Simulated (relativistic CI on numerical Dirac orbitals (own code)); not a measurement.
## Line list: Electric-dipole lines, Re²⁶⁺

These numbers are calculated, not measured: Dirac-Coulomb-Breit CI, separate exchange-only KLI orbitals for each configuration, model QED (radiative potential, 1s self-energy scaled to tabulated hydrogen-like ionisation energies), unscaled Slater integrals (own radial code, finite nucleus).

CI space (outside the closed core [Ar] 3d10 4s2): 4p⁶4d¹⁰4f³, 4p⁶4d¹⁰4f²5s, 4p⁶4d⁹4f⁴, 4p⁶4d¹⁰4f5s², 4p⁶4d¹⁰4f²5p, 4p⁶4d¹⁰4f5s5p, 4p⁵4d¹⁰4f⁴, 4p⁶4d¹⁰4f²5d, 4p⁶4d¹⁰4f5p², 4p⁶4d¹⁰4f5s5d, 4p⁶4d¹⁰4f5p5d, 4p⁶4d⁹4f²5s², 4p⁶4d¹⁰4f²5f, 4p⁶4d¹⁰4f²6s, 4p⁶4d¹⁰4f5d², 4p⁶4d¹⁰4f²6p. Levels of other configurations are missing.

| λ vac (Å) | Lower | Upper | A (s⁻¹) | log gf | S velocity/length |
| --- | --- | --- | --- | --- | --- |
| 168.75 | 4p⁶4d¹⁰4f²5s ⁴H7/2 [42] | 4p⁶4d¹⁰4f²5p ⁴G°5/2 [93] | 8.20e+10 | 0.32 | 0.97 |
| 169.07 | 4p⁶4d¹⁰4f²5s ²I13/2 [60] | 4p⁶4d¹⁰4f²5p ²K°15/2 [191] | 8.81e+10 | 0.78 | 1.00 |
| 169.94 | 4p⁶4d¹⁰4f²5s ⁴P3/2 [59] | 4p⁶4d¹⁰4f²5p ⁴D°5/2 [178] | 7.25e+10 | 0.28 | 0.99 |
| 170.56 | 4p⁶4d¹⁰4f²5s ²H9/2 [47] | 4p⁶4d¹⁰4f²5p ⁴G°7/2 [106] | 4.92e+10 | 0.24 | 0.98 |
| 170.58 | 4p⁶4d¹⁰4f²5s ²H11/2 [53] | 4p⁶4d¹⁰4f²5p ²G°9/2 [133] | 4.47e+10 | 0.29 | 0.98 |
| 170.68 | 4p⁶4d¹⁰4f²5s ²D5/2 [55] | 4p⁶4d¹⁰4f²5p ²F°7/2 [156] | 5.35e+10 | 0.27 | 0.99 |
| 170.80 | 4p⁶4d¹⁰4f²5s ⁴F5/2 [45] | 4p⁶4d¹⁰4f²5p ⁴G°7/2 [102] | 6.18e+10 | 0.33 | 0.99 |
| 170.98 | 4p⁶4d¹⁰4f²5s ⁴H13/2 [52] | 4p⁶4d¹⁰4f²5p ⁴I°15/2 [119] | 8.60e+10 | 0.78 | 1.00 |
| 171.10 | 4p⁶4d¹⁰4f²5s ⁴H9/2 [43] | 4p⁶4d¹⁰4f²5p ⁴I°11/2 [92] | 7.73e+10 | 0.61 | 0.99 |
| 171.15 | 4p⁶4d¹⁰4f²5s ⁴H13/2 [52] | 4p⁶4d¹⁰4f²5p ²I°13/2 [118] | 4.11e+10 | 0.40 | 0.98 |
| 171.35 | 4p⁶4d¹⁰4f²5s ⁴H11/2 [46] | 4p⁶4d¹⁰4f²5p ⁴I°13/2 [103] | 7.77e+10 | 0.68 | 0.99 |
| 171.69 | 4p⁶4d¹⁰4f²5s ⁴F9/2 [49] | 4p⁶4d¹⁰4f²5p ²G°9/2 [110] | 3.45e+10 | 0.18 | 0.98 |
| 172.09 | 4p⁶4d¹⁰4f²5s ²G7/2 [50] | 4p⁶4d¹⁰4f²5p ⁴G°9/2 [113] | 3.74e+10 | 0.22 | 0.99 |
| 172.21 | 4p⁶4d¹⁰4f²5s ⁴F9/2 [54] | 4p⁶4d¹⁰4f²5p ²H°11/2 [137] | 7.97e+10 | 0.63 | 0.99 |
| 172.66 | 4p⁶4d¹⁰4f²5s ⁴H11/2 [46] | 4p⁶4d¹⁰4f²5p ²I°11/2 [99] | 3.38e+10 | 0.26 | 0.98 |
| 173.00 | 4p⁶4d¹⁰4f²5s ²F7/2 [56] | 4p⁶4d¹⁰4f²5p ²F°5/2 [144] | 7.22e+10 | 0.29 | 0.98 |
| 173.03 | 4p⁶4d¹⁰4f²5s ²I11/2 [61] | 4p⁶4d¹⁰4f²5p ²H°11/2 [167] | 5.07e+10 | 0.44 | 0.97 |
| 173.03 | 4p⁶4d¹⁰4f²5s ⁴H7/2 [42] | 4p⁶4d¹⁰4f²5p ⁴H°9/2 [91] | 3.53e+10 | 0.20 | 0.99 |
| 173.10 | 4p⁶4d¹⁰4f²5s ²H11/2 [53] | 4p⁶4d¹⁰4f²5p ²H°11/2 [125] | 3.72e+10 | 0.30 | 0.98 |
| 173.14 | 4p⁶4d¹⁰4f²5s ⁴H7/2 [42] | 4p⁶4d¹⁰4f²5p ⁴H°7/2 [90] | 5.15e+10 | 0.27 | 0.98 |
| 173.85 | 4p⁶4d¹⁰4f²5s ²H9/2 [47] | 4p⁶4d¹⁰4f²5p ²I°11/2 [99] | 3.97e+10 | 0.33 | 0.99 |
| 173.85 | 4p⁶4d¹⁰4f²5s ⁴F9/2 [49] | 4p⁶4d¹⁰4f²5p ⁴G°11/2 [105] | 5.37e+10 | 0.47 | 0.99 |
| 174.33 | 4p⁶4d¹⁰4f²5s ²H11/2 [53] | 4p⁶4d¹⁰4f²5p ²I°13/2 [118] | 3.80e+10 | 0.38 | 0.99 |
| 174.73 | 4p⁶4d¹⁰4f²5s ⁴H9/2 [43] | 4p⁶4d¹⁰4f²5p ⁴H°9/2 [91] | 4.50e+10 | 0.31 | 0.97 |
| 174.75 | 4p⁶4d¹⁰4f²5s ²H9/2 [47] | 4p⁶4d¹⁰4f²5p ⁴G°9/2 [97] | 4.19e+10 | 0.28 | 0.98 |
| 176.48 | 4p⁶4d¹⁰4f²5s ²I13/2 [60] | 4p⁶4d¹⁰4f²5p ²I°13/2 [152] | 4.48e+10 | 0.47 | 0.97 |
| 176.75 | 4p⁶4d¹⁰4f²5s ²I11/2 [61] | 4p⁶4d¹⁰4f²5p ²I°13/2 [152] | 3.59e+10 | 0.37 | 0.99 |
| 277.51 | 4p⁶4d¹⁰4f²5s ⁴H13/2 [52] | 4p⁶4d¹⁰4f²5p ⁴G°11/2 [76] | 1.33e+10 | 0.26 | 0.94 |
| 279.40 | 4p⁶4d¹⁰4f²5s ⁴H11/2 [46] | 4p⁶4d¹⁰4f²5p ⁴H°9/2 [71] | 1.18e+10 | 0.14 | 0.94 |
| 285.07 | 4p⁶4d¹⁰4f²5s ²H11/2 [53] | 4p⁶4d¹⁰4f²5p ²I°13/2 [77] | 9.59e+09 | 0.21 | 0.97 |

Terms are leading LS components. Brackets give the number of a level in order of energy, since labels repeat. The list gives strong lines, with weight on those to low levels, among the lowest 200 of 2455 levels, so that lines to higher ones, which can be the strongest, are missing. Levels whose partners in the same complex of configurations lie outside the list can be far off, and so can their lines. Rates are taken at the computed energies, electric ones in the length gauge. A velocity-to-length ratio far from 1 marks an uncertain rate.

At this charge energies of transitions that change n are usually good to better than 1 %, and those within a shell (Δn = 0) to a few per cent. Terms inside the open d or f shell come out 10 to 20 % too wide with unscaled integrals.

LS names give the leading component of a level, which can be under half, so a name can repeat, a term be missing and a line seem to break the LS rules.
